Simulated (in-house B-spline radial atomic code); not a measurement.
Values are calculated unless marked as measured or tabulated.
**Xe ion on In atom: potential, deflection and energy transfer**

The pair potential comes from two frozen, spherical free-atom densities (PBE, B-spline radial code, scalar-relativistic past argon): electrostatics plus the change in Thomas-Fermi kinetic and Dirac exchange energy where they overlap, the recipe behind the universal ZBL potential, which averages such potentials (from solid-state densities) over many pairs. It is written V = (Z1 Z2 e²/r) φ(r/a), with e² = 14.3996 eV·Å and a = 0.46850 Å/(Z1^0.23 + Z2^0.23); ZBL's fit is φ = 0.18175 e^(−3.1998x) + 0.50986 e^(−0.94229x) + 0.28022 e^(−0.4029x) + 0.02817 e^(−0.20162x). Where φ falls below 4e-4 it is continued as an exponential.

Masses 131.29 and 114.82 u.

| x = r/a | φ, this pair | φ, ZBL |
| --- | --- | --- |
| 0.1 | 0.8861 | 0.8928 |
| 0.25 | 0.76 | 0.7647 |
| 0.5 | 0.6083 | 0.6096 |
| 1 | 0.415 | 0.4164 |
| 1.5 | 0.2976 | 0.2995 |
| 2 | 0.2204 | 0.2218 |
| 3 | 0.1299 | 0.1292 |
| 4 | 0.08155 | 0.08026 |
| 5 | 0.05376 | 0.05224 |
| 6.5 | 0.02983 | 0.02914 |
| 8 | 0.01757 | 0.01705 |
| 10 | 0.00928 | 0.008778 |
| 12 | 0.005077 | 0.00474 |
| 14.5 | 0.002554 | 0.002328 |
| 17 | 0.001355 | 0.001212 |
| 20 | 0.0006444 | 0.0005882 |

**Question.** At x = 3 the electrostatic, kinetic and exchange parts are 6876.15, 11045.73 and -493.88 eV. Find r, V and φ.

**Answer.** a = 0.46850/(2.5029 + 2.4476) = 0.09464 Å, so r = 0.28391 Å. V = 6876.15 + 11045.73 + (-493.88) = 17428.00 eV. The bare repulsion is 54 × 49 × 14.3996/0.28391 = 134200 eV, so φ = 0.1299, +0.5 % against ZBL's 0.1292. The kinetic (Pauli) term is 63 % of V here.

**Question.** The ion comes in at 86.3 keV with impact parameter 0.4732 Å. The scattering integral gives a centre-of-mass angle of 11.08° and a closest approach of 5.249 a. What are the reduced energy, the energy passed on and the laboratory angles?

**Answer.** ε = E a M2/(Z1 Z2 e² (M1 + M2)) = 86300 × 1.1588e-06 = 0.1. The most that one collision can pass on is γE with γ = 4 M1 M2/(M1 + M2)² = 0.9955. Here T = γE sin²(θ/2) = 0.9955 × 86300 × 0.009317 = 800.4 eV. The ion turns by arctan(sin θ/(cos θ + M1/M2)) = 5.2°, and the struck atom leaves at (180° − θ)/2 = 84.5°. The closest approach is 0.497 Å. With ZBL the angle would be 10.78° and T = 758.5 eV.
